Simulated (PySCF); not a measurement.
CH12OSi4, SMILES [SiH3]C[Si@H]([SiH2][SiH3])O.

Geometry optimised at PBE0-D3(BJ)/def2-SVP. The structure was generated by enumeration; whether it is a known compound was not checked. The values are those of a single conformer.

Level of theory: PBE0-D3(BJ)/def2-SVP (PySCF).

Frequencies are harmonic and unscaled.

```tsv
mode	ν (cm⁻¹)	IR (km/mol)	moving atoms (share of kinetic energy)
1	32	0.0	Si 57 %, H 28 %, O 12 %
2	48	0.4	Si 55 %, H 24 %, O 17 %
3	71	0.9	Si 44 %, H 38 %, C 11 %, O 8 %
4	98	0.1	H 61 %, Si 28 %, O 9 %
5	119	0.6	H 49 %, Si 41 %
6	130	2.8	H 79 %, Si 13 %
7	177	11.0	O 34 %, Si 32 %, H 26 %, C 8 %
8	195	56.1	H 62 %, O 15 %, Si 12 %, C 11 %
9	205	29.2	H 52 %, Si 24 %, C 13 %, O 11 %
10	294	43.8	H 44 %, Si 31 %, O 18 %
11	352	3.6	H 75 %, Si 18 %
12	394	0.5	Si 69 %, H 27 %
13	452	0.3	Si 82 %, H 16 %
14	486	2.8	H 89 %
15	500	34.7	H 77 %, Si 20 %
16	515	16.7	H 76 %, Si 23 %
17	560	10.8	H 45 %, Si 38 %, C 16 %
18	642	70.0	H 82 %, Si 12 %
19	671	144.2	H 75 %, C 11 %, Si 10 %
20	689	39.6	H 83 %, Si 10 %
21	720	5.1	H 76 %, C 16 %
22	758	57.8	H 43 %, C 35 %, Si 21 %
23	763	116.5	H 83 %, C 9 %
24	826	93.2	H 68 %, O 19 %
25	834	152.2	H 46 %, O 26 %, Si 19 %, C 8 %
26	870	256.3	H 90 %, Si 9 %
27	899	84.5	H 78 %, Si 14 %
28	917	81.6	H 75 %, Si 15 %
29	934	118.0	H 90 %
30	935	24.8	H 97 %
31	941	91.4	H 95 %
32	944	76.1	H 92 %
33	949	36.8	H 97 %
34	1004	6.2	H 89 %, Si 9 %
35	1070	56.2	H 58 %, C 39 %
36	1371	16.4	H 92 %
37	2183	140.4	H 97 %
38	2209	93.9	H 98 %
39	2212	9.2	H 98 %
40	2216	11.2	H 96 %
41	2223	122.8	H 96 %
42	2226	133.3	H 97 %
43	2230	109.1	H 96 %
44	2231	116.8	H 96 %
45	2238	85.0	H 96 %
46	3058	0.4	H 95 %
47	3123	0.8	H 91 %, C 9 %
48	3918	96.7	H 94 %
```
